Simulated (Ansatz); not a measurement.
`[CH3][Sn]([F])([F])[C]#N` + H–F → `N#[C][Sn]([F])([F])[F]` + CH₄  (ligand exchange at the Sn–C bond)

Gas-phase electronic energies from Ansatz, PBE0-D4/def2-TZVP geometries. CCSD(T)/CBS adds triple-zeta CCSD(T) − MP2 to the extrapolated MP2 energy (def2 sets, frozen cores). This one scheme is used for every species. Functionals use def2-TZVPP. Elements past krypton have def2 core potentials. For Sn outer-core shells are correlated without core-valence functions, which leaves a few kJ/mol of doubt a bond.

```json
{"level": "PBE-D4", "ΔE (kcal/mol)": "-6.7"}
{"level": "r2SCAN-D4", "ΔE (kcal/mol)": "-8.6"}
{"level": "PBE0-D4", "ΔE (kcal/mol)": "-5.3"}
{"level": "r2SCAN0-D4", "ΔE (kcal/mol)": "-6.5"}
{"level": "ωB97X-V", "ΔE (kcal/mol)": "-7.9"}
{"level": "LC-ωPBE", "ΔE (kcal/mol)": "-7.7"}
{"level": "CCSD/def2-SVP", "ΔE (kcal/mol)": "-9.6"}
{"level": "CCSD/CBS(def2)", "ΔE (kcal/mol)": "-5.4"}
```

Question: What does CCSD(T)/CBS give? (An estimate is asked.)

Answer: Computed: -5.4 kcal/mol. The listed levels differ from it by -1.3, -3.2, 0.1, -1.1, -2.5, -2.3, -4.2, 0.0 kcal/mol.

Largest T1 diagnostic among the species: 0.015.

At CCSD(T), def2-SVP lies −4.3 kcal/mol from the extrapolated value and def2-TZVPP +0.0 kcal/mol. From BLYP to BHLYP (50 % exact exchange), in def2-TZVPP and without D4, ΔE moves by +1.9 kcal/mol.
